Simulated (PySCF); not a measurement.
Two-dimensional NMR puzzle

Compound of formula C8H11FSi. Correlations simulated from computed shifts and the bond graph:

HSQC (one-bond C–H):
```
  δH    δC
2.24  17.7
2.11   5.7
1.97   4.9
1.36  18.0
```

COSY cross peaks (H two or three bonds apart, from the bond graph; peaks can be absent where the dihedral angle is near 90°):
```
  δH    δH
4.79  2.24
2.24  1.36
```

HMBC (two and three bonds, from the bond graph):
```
  δH                             δC
4.79  113.0, 84.6, 84.2, 18.0, 17.7
2.24         84.6, 84.2, 83.6, 18.0
2.11                    113.0, 84.2
1.97                     84.6, 83.6
1.36                     84.6, 17.7
```

Carbons without hydrogens: δ 113.0, 84.6, 84.2, 83.6.

[PySCF 2.14.0 with density-fitted response routines: NMR shieldings at PBE0/pcSseg-1/GIAO; geometry from GFN2-xTB; gas phase; a single conformation; one averaged value for each set of equivalent atoms; non-relativistic Hamiltonian]

Chemical shifts δ = σref − σ; $^{1}$H (σ = 31.72 ppm) and $^{13}$C (σ = 186.93 ppm) vs TMS, all at this level.

Exchangeable hydrogens are left out of these lists.

Which molecule is this?

Answers

SMILES C([Si@H]([C@@H](C#CC)C)F)#CC.

Atoms are numbered as in `[CH3:1][C:2]#[C:3][C@@H:4]([CH3:5])[Si@H:6]([F:7])[C:8]#[C:9][CH3:10]`; H(Xn) means a hydrogen on atom n.

1. δC 113.0 is C9, an alkyne carbon.
2. δC 84.6 is C3, an alkyne carbon.
3. δC 84.2 is C8, an alkyne carbon.
4. δC 83.6 is C2, an alkyne carbon.
5. δC 18.0 is C5, a methyl carbon (δH 1.36).
6. δC 17.7 is C4, a propargylic sp3 CH bonded to Si (δH 2.24).
7. δC 5.7 is C10, a propargylic methyl carbon (δH 2.11).
8. δC 4.9 is C1, a propargylic methyl carbon (δH 1.97).
9. HMBC from δH 4.79 reaches the proton-free carbons C9, C3, C8.
10. HMBC from δH 2.24 reaches the proton-free carbons C3, C8, C2.
11. HMBC from δH 2.11 reaches the proton-free carbons C9, C8.
12. HMBC from δH 1.97 reaches the proton-free carbons C3, C2.
13. COSY links 4.79–2.24, 2.24–1.36.

This is the structure that produced the data.

Shifts are as computed. Against solution values, carbons near 30 ppm lie about +3 ppm off and those near 130 ppm about +5 ppm. Of 1309 compounds with measured shifts, 239 miss one by over three times the rms of a fit or turn the order of signals round; such compounds aren't used in these exercises.
